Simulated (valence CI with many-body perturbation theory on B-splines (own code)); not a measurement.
# Energy levels of Eu¹³⁺

Calculated by configuration interaction combined with many-body perturbation theory (CI+MBPT): four valence electrons over a frozen Dirac-Fock core [Kr] 4d10, radial functions for each j: 8 s, 8 p, 9 d, 9 f, 6 g, 3 h, 2 i, with the one-electron correlation potential Σ1, the two-electron term Σ2, the three-electron term Σ3, Breit, model QED; selected CI, second order for the rest (own B-spline code, finite nucleus).

No measured spectrum was set against this ion. As an estimate, terms of the open shell hold to a few per cent of their energy, and close levels can change places; configurations with another count of f electrons can be misplaced by thousands of cm⁻¹. Core correlation moves these levels by up to 37000 cm⁻¹, and in measured spectra 5 to 20 % of such shifts remained as error; rates that hang on mixing are uncertain with them.

Levels 1 to 45 of 68, with energies above the lowest level, 4f2 5s2 3H_4. "Leading %" is the weight of the configuration and term that name the level; weights of strongly mixed levels are sums over their largest components and can fall short. Lifetimes count E1, E2, E3, M1 and M2 decay at the calculated energies, and are blank where another channel may lead or the interval is too uncertain; long ones can be off by a factor of two.

| No. | Configuration | Term | J | E (cm⁻¹) | Leading % | Second component | g | Lifetime |
| --- | --- | --- | --- | --- | --- | --- | --- | --- |
| 1 | 4f2 5s2 | 3H | 4 | 0.0 | 93 | 5 % 4f2 5s2 1G | 0.809 |  |
| 2 | 4f2 5s2 | 3H | 5 | 5671 | 98 |  | 1.032 | 217 ms |
| 3 | 4f2 5s2 | 3F | 2 | 9362 | 94 |  | 0.679 | 4280 s |
| 4 | 4f2 5s2 | 3H | 6 | 11277 | 97 |  | 1.164 | 254 ms |
| 5 | 4f2 5s2 | 3F | 3 | 13239 | 98 |  | 1.082 | 632 ms |
| 6 | 4f2 5s2 | 3F | 4 | 13701 | 53 | 42 % 4f2 5s2 1G | 1.128 | 301 ms |
| 7 | 4f2 5s2 | 1G | 4 | 21119 | 52 | 45 % 4f2 5s2 3F | 1.110 | 85.7 ms |
| 8 | 4f3 5s | 5I° | 4 | 22449 | 96 |  | 0.605 | 32.1 ms |
| 9 | 4f3 5s | 5I° | 5 | 24859 | 96 |  | 0.901 | 39.2 ms |
| 10 | 4f3 5s | 5I° | 6 | 27845 | 97 |  | 1.070 | 88.7 ms |
| 11 | 4f3 5s | 5I° | 7 | 31166 | 98 |  | 1.176 | 285 ms |
| 12 | 4f2 5s2 | 1D | 2 | 32539 | 81 | 13 % 4f2 5s2 3P | 1.054 | 51.2 ms |
| 13 | 4f3 5s | 5I° | 8 | 34682 | 98 |  | 1.247 | 576 ms |
| 14 | 4f2 5s2 | 3P | 0 | 39059 | 96 |  |  | 4.43 s |
| 15 | 4f3 5s | 3I° | 5 | 39062 | 89 | 5 % 4f3 5s 1H° | 0.850 | 2.05 ms |
| 16 | 4f2 5s2 | 1I | 6 | 40278 | 97 |  | 1.000 | 83.3 ms |
| 17 | 4f2 5s2 | 3P | 1 | 40964 | 98 |  | 1.500 | 384 ms |
| 18 | 4f3 5s | 5F° | 1 | 42403 | 94 | 6 % 4f3 5s 3D° | 0.028 | 2.54 ms |
| 19 | 4f3 5s | 5F° | 2 | 43587 | 94 | 4 % 4f3 5s 3D° | 1.008 | 4.96 ms |
| 20 | 4f3 5s | 3I° | 6 | 44323 | 93 |  | 1.025 | 2.38 ms |
| 21 | 4f2 5s2 | 3P | 2 | 44367 | 84 | 13 % 4f2 5s2 1D | 1.430 | 83.9 ms |
| 22 | 4f3 5s | 5F° | 3 | 45247 | 96 |  | 1.243 | 10.8 ms |
| 23 | 4f3 5s | 5F° | 4 | 46537 | 71 | 15 % 4f3 5s 3H° | 1.225 | 1.11 ms |
| 24 | 4f3 5s | 5S° | 2 | 46541 | 94 | 5 % 4f3 5s 3P° | 1.966 | 40.9 ms |
| 25 | 4f3 5s | 5F° | 5 | 47168 | 53 | 21 % 4f3 5s 3G° | 1.260 | 664 μs |
| 26 | 4f3 5s | 3H° | 4 | 48359 | 65 | 23 % 4f3 5s 5F° | 0.946 | 327 μs |
| 27 | 4f3 5s | 3I° | 7 | 49400 | 95 |  | 1.137 | 4.17 ms |
| 28 | 4f3 5s | 3H° | 5 | 50793 | 50 | 37 % 4f3 5s 5F° | 1.172 | 377 μs |
| 29 | 4f3 5s | 5G° | 2 | 52366 | 98 |  | 0.337 | 47.3 ms |
| 30 | 4f3 5s | 5G° | 3 | 53166 | 79 | 19 % 4f3 5s 3G° | 0.887 | 969 μs |
| 31 | 4f3 5s | 3H° | 6 | 53817 | 82 | 13 % 4f3 5s 5G° | 1.182 | 261 μs |
| 32 | 4f3 5s | 5G° | 4 | 55271 | 77 | 12 % 4f3 5s 3G° | 1.112 | 774 μs |
| 33 | 4f3 5s | 3G° | 3 | 56418 | 69 | 19 % 4f3 5s 5G° | 0.822 | 451 μs |
| 34 | 4f3 5s | 3F° | 2 | 57833 | 79 | 8 % 4f3 5s 1D° | 0.769 | 182 μs |
| 35 | 4f3 5s | 5G° | 5 | 58398 | 78 | 15 % 4f3 5s 3H° | 1.228 | 1.02 ms |
| 36 | 4f3 5s | 3K° | 6 | 59028 | 97 |  | 0.860 | 22.2 ms |
| 37 | 4f3 5s | 3G° | 4 | 59283 | 67 | 18 % 4f3 5s 5G° | 1.075 | 246 μs |
| 38 | 4f3 5s | 1H° | 5 | 59407 | 54 | 17 % 4f3 5s 3G° | 1.077 | 205 μs |
| 39 | 4f3 5s | 3S° | 1 | 59908 | 52 | 21 % 4f3 5s 3P° | 1.554 | 277 μs |
| 40 | 4f3 5s | 3K° | 7 | 60345 | 89 | 6 % 4f3 5s 1K° | 1.018 | 6.33 ms |
| 41 | 4f3 5s | 5G° | 6 | 61687 | 84 | 15 % 4f3 5s 3H° | 1.307 | 6.79 ms |
| 42 | 4f3 5s | 3F° | 3 | 61952 | 77 | 10 % 4f3 5s 3G° | 1.068 | 294 μs |
| 43 | 4f3 5s | 3F° | 4 | 62110 | 55 | 39 % 4f3 5s 1G° | 1.132 | 332 μs |
| 44 | 4f3 5s | 3K° | 8 | 63042 | 93 |  | 1.120 | 50.7 ms |
| 45 | 4f3 5s | 3P° | 2 | 63503 | 41 | 36 % 4f3 5s 3D° | 1.264 | 300 μs |

Names give the largest LS component (configuration and term), which can be under half, so a name can repeat, a term be missing and a line seem to break the LS rules; names also repeat where a configuration has a term twice.

Where two levels of one J and parity lie close, their mixing, g and order are uncertain.

The ionisation energy to 4f2 5s 4H_7/2 of the next ion comes out as 258.82 eV (NIST: 263 ± 14 eV (theoretical)). All 68 levels together are meant to be complete up to 79358 cm⁻¹.
